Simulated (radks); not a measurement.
Numerical settings for neutral iron, [Ar] 3d6 4s2. All-electron calculation, scalar-relativistic Kohn-Sham, PBE, spin-polarised, spherical densities, finite nucleus; open shells are filled with parallel spins first; Fermi nuclear charge, rms radius 3.7377 fm. Program: a radial shooting solver on a logarithmic mesh with Libxc functionals. The defaults (mesh step 0.008 in ln r, mesh end at 40 bohr or more with all orbitals vanishing there, Anderson mixing 0.5 over 9 steps, residual threshold near 1e-9 with the energy settled to 1e-9 hartree or 1e-11 of itself, here a cap of 54 iterations) give E = -1272.5814 hartree and 4s at -4.851 eV in 16 iterations. Run on one thread of a shared host, so times are rough (Arm Neoverse V2): 0.16 s of CPU time, 0.16 s wall, 16 iterations on 2381 mesh points. Changes against that run (0 stands for a change within the tolerance of the run):

| setting | iterations | converged | E (mhartree) | e(4s) (meV) | CPU (s) |
|---|---|---|---|---|---|
| mesh step in ln r 0.03 | 15 | yes | +0.000385 | 0 | 0.05 |
| mesh step in ln r 0.005 | 20 | yes | 0 | 0 | 0.28 |
| mesh step in ln r 0.12 | 2 | no | diverged | - | 0.01 |
| mesh end (bohr) 3 | 17 | level above zero | +1.41e+03 | +2.23e+04 | 0.12 |
| mesh end (bohr) 20 | 16 | yes | 0 | 0 | 0.15 |
| residual threshold 0.01 | 9 | yes | +0.000238 | +2.32 | 0.1 |
| residual threshold 1e-13 | 54 | no | 0 | 0 | 0.3 |
| mixing 0.01 | 33 | yes | 0 | 0 | 0.28 |
| linear mixing, mixing 1 | 24 | no | diverged | - | 0.57 |
| linear mixing, mixing 0.2 | 54 | no | 0 | -0.00503 | 0.42 |
| mixing history 2 | 29 | yes | 0 | 0 | 0.23 |
| iteration cap 2 | 2 | no | +142 | -5.33e+03 | 0.03 |

Settled on a wrong energy, with an occupied level pushed above zero by the early mesh end: mesh end (bohr) 3 (+1.41 hartree). Apart from these: no run marked as converged misses the energy by more than 1 mhartree. A mesh that ends early acts as a hard wall.
